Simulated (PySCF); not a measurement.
**Structure from 2D NMR**

Compound of formula C7H6O3. Correlations simulated from computed shifts and the bond graph:

HSQC (one-bond C–H):
```csv
δH,δC
7.96,127.7
7.74,121.3
7.68,135.4
7.40,125.6
```

COSY cross peaks (H two or three bonds apart, from the bond graph; peaks can be absent where the dihedral angle is near 90°):
```csv
δH,δH
7.96,7.68
7.68,7.40
```

HMBC (two and three bonds, from the bond graph):
```csv
δH,δC
7.96,"171.0, 135.4, 134.2, 125.6, 121.3"
7.74,"171.0, 163.7, 134.2, 127.7, 125.6"
7.68,"163.7, 134.2, 127.7, 125.6"
7.40,"163.7, 135.4, 127.7, 121.3"
```

Carbons without hydrogens: δ 171.0, 163.7, 134.2.

Level of theory: σ from GIAO-PBE0/pcSseg-1, structure optimised with GFN2-xTB, in PySCF (no solvent model, a single conformation, non-relativistic Hamiltonian).

Shifts are taken against calculated references (same method and geometry level): 1H, 13C vs TMS.

Exchangeable hydrogens are left out of these lists.

Work out the connectivity.

Results:

3-hydroxybenzoic acid (SMILES O=C(O)c1cccc(O)c1).

Atoms are numbered as in `[O:1]=[C:2]([OH:3])[c:4]1[cH:5][cH:6][cH:7][c:8]([OH:9])[cH:10]1`; H(Xn) means a hydrogen on atom n.

- δC 171.0 is C2, a carboxylic acid carbon.
- δC 163.7 is C8, an aromatic carbon bearing oxygen.
- δC 135.4 is C6, an aromatic CH (δH 7.68).
- δC 134.2 is C4, a substituted aromatic carbon.
- δC 127.7 is C5, an aromatic CH (δH 7.96).
- δC 125.6 is C7, an aromatic CH (δH 7.40).
- δC 121.3 is C10, an aromatic CH (δH 7.74).
- HMBC from δH 7.96 reaches the proton-free carbons C2, C4.
- HMBC from δH 7.74 reaches the proton-free carbons C2, C8, C4.
- HMBC from δH 7.68 reaches the proton-free carbons C8, C4.
- HMBC from δH 7.40 reaches the proton-free carbon C8.
- COSY links 7.96–7.68, 7.68–7.40.

This is the structure that produced the data.

OH and NH positions are those of a molecule without intermolecular hydrogen bonds; in solution they move with solvent, concentration and temperature, and exchange usually removes their couplings. Shifts are as computed. Against solution values, carbons near 30 ppm lie about +3 ppm off and those near 130 ppm about +5 ppm. Of 1211 compounds with measured shifts, 218 miss one by over three times the rms of a fit or turn the order of signals round; such compounds aren't used in these exercises. Hydrogen bonding in solution deshields acid and N–H amide carbonyl carbons by as much as 10 ppm beyond these values.
